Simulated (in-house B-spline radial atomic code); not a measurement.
Radial electron density of the aluminium ion Al⁴⁺, [He] 2s2 2p5. Level of theory: Dirac-Kohn-Sham CAM-B3LYP, spherical fractional occupations, Fermi nucleus of rms radius 3.061 fm; calculated with a radial B-spline atomic code at the basis-set limit.

Caution: exact exchange at fractional occupations of open shells leaves self-interaction of up to several eV.

Columns: r (bohr), 4πr²n(r) (electrons per bohr), bar.

```
 0.00451    0.329 #
 0.00526   0.4383 #
 0.00614   0.5829 ##
 0.00716   0.7708 ##
 0.00834    1.013 ###
 0.00973    1.328 ####
  0.0113    1.717 #####
  0.0132    2.227 #######
  0.0154    2.858 #########
   0.018    3.645 ###########
   0.021    4.583 ##############
  0.0245    5.689 #################
  0.0285    6.932 #####################
  0.0333    8.348 #########################
  0.0388    9.822 ##############################
  0.0453    11.31 ##################################
  0.0528    12.67 ######################################
  0.0615    13.75 ##########################################
  0.0718    14.43 ############################################
  0.0837    14.56 ############################################
  0.0976    14.07 ###########################################
   0.114    12.99 #######################################
   0.133    11.53 ###################################
   0.155       10 ##############################
    0.18    8.797 ###########################
    0.21    8.173 #########################
   0.245    8.342 #########################
   0.286    9.212 ############################
   0.334    10.41 ###############################
   0.389    11.38 ##################################
   0.454    11.65 ###################################
   0.529    10.93 #################################
   0.617     9.27 ############################
    0.72    7.013 #####################
   0.839    4.696 ##############
   0.979    2.722 ########
    1.14    1.361 ####
    1.33   0.5647 ##
    1.55   0.1931 #
    1.81  0.05163 
    2.11  0.01065
```

On this grid the curve has 2 maxima, near 0.0837, 0.454 bohr.

The 2p1/2 radial function P(r) = rR(r), positive near the nucleus, with its small component Q(r) (sign convention: Q ≈ (P' + κP/r)/2c):

```tsv
r (bohr)	P	Q
0.00451	0.001627	0.003503
0.00614	0.002898	0.004695
0.00834	0.005156	0.006248
0.0113	0.00913	0.008241
0.0154	0.0163	0.01083
0.021	0.02894	0.01405
0.0285	0.05044	0.01786
0.0388	0.08707	0.02226
0.0528	0.1471	0.02689
0.0718	0.2413	0.0312
0.0976	0.3809	0.03429
0.133	0.5743	0.03509
0.18	0.8061	0.03265
0.245	1.05	0.02661
0.334	1.234	0.01782
0.454	1.27	0.008672
0.617	1.112	0.001729
0.839	0.7948	-0.001662
1.14	0.4382	-0.00203
1.55	0.1714	-0.001098
2.11	0.04198	-0.0003282
```
